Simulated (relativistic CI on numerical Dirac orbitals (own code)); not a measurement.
# Judd-Ofelt analysis for Tm³⁺

Computed by Dirac-Coulomb-Breit CI, separate exchange-only KLI orbitals for each configuration, QED by a radiative potential, valence Slater integrals scaled by 0.7 (own radial code, finite nucleus).

Configuration 4f¹² alone, in intermediate coupling. Take Ω₂ = 0.75, Ω₄ = 0.88, Ω₆ = 3.51 (10⁻²⁰ cm²) and refractive index n = 1.86 as given. A_ED = 64π⁴e²ν³ n(n² + 2)²/[27h(2J + 1)] Σ Ω_λ |U^λ|², in Gaussian units with ν in cm⁻¹, and A_MD is n³ times the free-ion magnetic-dipole rate; a dash marks a rate that is forbidden or under 2 % of the level's free-ion decay.

Emitting level ¹G4 at 19578 cm⁻¹ (radiative decay alone: multiphonon quenching in a host is left out, and the level can lie too high or too low):

```csv
To,ν (cm⁻¹),U² squared,U⁴ squared,U⁶ squared,Free-ion A(M1) (s⁻¹)
³H6,19578,0.0431,0.0754,0.0057,-
³F4,14963,0.0015,0.0157,0.0662,0.867
³H5,11501,0.0859,0.0134,0.6147,20.6
³H4,7706,0.1776,0.0074,0.4806,4.59
³F3,5878,0.0150,0.0999,0.3741,-
³F2,5722,0.0134,0.0836,0.0466,-
```

Task: Give the rates, branching ratios and the radiative lifetime.

Result: The rates are:

```
 To  λ (nm)  A_ED (s⁻¹)  A_MD (s⁻¹)  β (%)
³H6     511         441           0   13.4
³F4     668         410        5.58   12.7
³H5     870        1680         133   55.3
³H4    1298         414        29.5   13.5
³F3    1701         142           0    4.3
³F2    1748        22.9           0    0.7
```

τ_rad = 3.05e-04 s. Computed level positions enter as ν³, so measured ones would change the rates. For the strongest line (870 nm) and an assumed effective width Δλ = 23 nm (300 cm⁻¹), the Füchtbauer-Ladenburg formula σ = λ⁴A/(8πcn²Δλ) gives a peak emission cross-section of 1.8 × 10⁻²⁰ cm².
